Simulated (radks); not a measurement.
Values are calculated unless marked as measured or tabulated.
Question: These are the eigenvalues of the occupied orbitals of an atom or ion with whole-number occupations (eV). Code: a radial shooting solver on a logarithmic mesh with Libxc functionals. Model: Dirac Kohn-Sham, BLYP, spin-unpolarised, spherical densities, finite nucleus; Fermi nuclear charge, rms radius of each element as measured or else 0.836 A^(1/3) + 0.57 fm.

| orbital | eigenvalue |
|---|---|
| 1s1/2 | -29363.57 |
| 2s1/2 | -4742.324 |
| 2p1/2 | -4455.010 |
| 2p3/2 | -4224.108 |
| 3s1/2 | -1195.557 |
| 3p1/2 | -1079.120 |
| 3p3/2 | -1036.283 |
| 3d3/2 | -831.5939 |
| 3d5/2 | -822.6551 |
| 4s1/2 | -447.3153 |
| 4p1/2 | -404.9530 |
| 4p3/2 | -394.7652 |

Which element is it, and in what charge state? The configuration may be excited. Open shells, if any, fill j = l - 1/2 first.

Answer: Z = 50, tin, charge +15: Sn15+ in [Ar] 3d10 4s2 4p5. The list shows which subshells hold electrons but not how many an open one holds; the 1s level, -1079.1 hartree, gives Z - s = 46.5 by -(Z - s)^2/2, which with screening and relativity narrows Z to a few neighbours, and the depths of the outer levels then fix element, charge and occupations together.
